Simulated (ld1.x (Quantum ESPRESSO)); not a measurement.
Results of a calculation; reference values are marked as such.
## Pseudopotentials across the periodic table

Generated with ld1.x 7.5 (TM, RRKJ, ultrasoft, PAW), atompaw 4.2 or ONCVPSP 4.0.1. The cutoff is in Ry: for ld1.x and atompaw files where the sum of valence levels is converged to 10 mRy in a Bessel basis, for ONCV files where the hardest occupied wave has 1 mHa per electron of residual kinetic energy. The error is the largest all-electron minus pseudo excitation energy over each file’s own four to seven test configurations (ionisations up to +4, promotions, holes and added fractions of an electron), all of which were solved. The labels leave out finer settings (local radius, basis sizes, second energies), which also bear on the numbers. Spin-polarised tests are not counted. The rows are a selection from randomly drawn settings: files with unsolved tests, undetermined cutoffs or missed reference levels are left out.

A true bound ghost makes a file unfit for plane-wave use even where its test errors are small: the radial tests pick states by their node count and pass the ghost by.

| element | potential | cutoff (Ry) | largest error (meV) | bound ghosts |
| --- | --- | --- | --- | --- |
| B | RRKJ, Wu–Cohen, scalar-relativistic, rc 1.70/2.25 (sp), local p, core correction no, reference 2s2 2p0.5 | 25 | +71 | none |
| F | RRKJ, LDA (PZ), scalar-relativistic, rc 0.80/1.15/1.00 (spd), local p, core correction yes, reference 2s1 2p6 | 120 | +986 | none |
| Mg | PAW, PBE, non-relativistic, rc 2.65/1.15/2.40 (spd), local smoothed, core correction yes, reference 2p6 3s2 3p0 | 60 | +506 | none |
| S | TM, LDA (PZ), scalar-relativistic, rc 1.40/1.45/1.20 (spd), local s, core correction no, reference 3s2 3p3 | 40 | +295 | none |
| Ga | ultrasoft, LDA (PZ), scalar-relativistic, rc 1.80/1.75 (sp), local smoothed, core correction no, reference 4s1 4p2 | 8 | +97 | none |
| Te | PAW, PW91, scalar-relativistic, rc 1.30/1.60/1.15 (spd), local smoothed, core correction yes, reference 4s2 4p6 4d10 5s2 5p4 | 120 | -117 | none |
| Tl | TM, revPBE, scalar-relativistic, rc 1.90/2.85/2.90 (spd), local smoothed, core correction yes, reference 6s1.75 6p1.25 | 21 | -356 | s |

Problem. Fill in the row for F: TM semilocal, PBE, scalar-relativistic, rc 0.60/1.60 (sp), local s, core correction yes, reference 2s2 2p4.

Solution. cutoff 180 Ry, largest error +2899 meV, bound ghosts: none.

Problem. Fill in the row for Ca: ultrasoft, Wu–Cohen, scalar-relativistic, rc 2.00/2.00/2.00 (spd), local smoothed, core correction no, reference 3s2 3p6 3d1 4s1 4p0.

Solution. cutoff 21 Ry, largest error +3.6 meV, bound ghosts: none.
